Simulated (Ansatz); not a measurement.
```yaml
atoms:
  - { symbol: C, position_ang: [1.3566, 0.0132, -0.0293] }
  - { symbol: C, position_ang: [0.7336, 1.2373, -0.0184] }
  - { symbol: C, position_ang: [-0.7330, 1.1837, -0.0253] }
  - { symbol: C, position_ang: [-1.3997, -0.0477, -0.0141] }
  - { symbol: C, position_ang: [-0.7171, -1.2376, -0.0352] }
  - { symbol: C, position_ang: [0.7418, -1.1853, -0.0042] }
  - { symbol: H, position_ang: [2.4791, 0.0123, -0.0476] }
  - { symbol: H, position_ang: [1.2939, 2.1553, 0.0015] }
  - { symbol: H, position_ang: [-1.2833, 2.1480, 0.0302] }
  - { symbol: H, position_ang: [-2.4381, -0.0013, 0.0031] }
  - { symbol: H, position_ang: [-1.2206, -2.1799, 0.0363] }
  - { symbol: H, position_ang: [1.2124, -2.1906, 0.0144] }
```

Basis set: STO-3G (spherical functions). Left uncorrelated: 6 orbitals. Charge 0, multiplicity 1.

Computed with Ansatz (development build ahead of 0.2.0); each method stands on the lowest determinant of its kind that the runs found. Restricted open shells among the atoms or ions are ROHF, correlated in semicanonical orbitals with singles.

The atomization energy at this shape (free ground-state atoms in the same class of orbitals less the molecule, no zero-point energy) of singlet C₆H₆:

| method | atomization energy |
| --- | --- |
| RHF-MP2 | 59.08 eV |

Q: What does RHF give?

A: 51.08 eV. Caution: the shape is not the minimum.

This basis has no polarisation functions and is too small for such energies, which can lie far from measured ones in either direction.
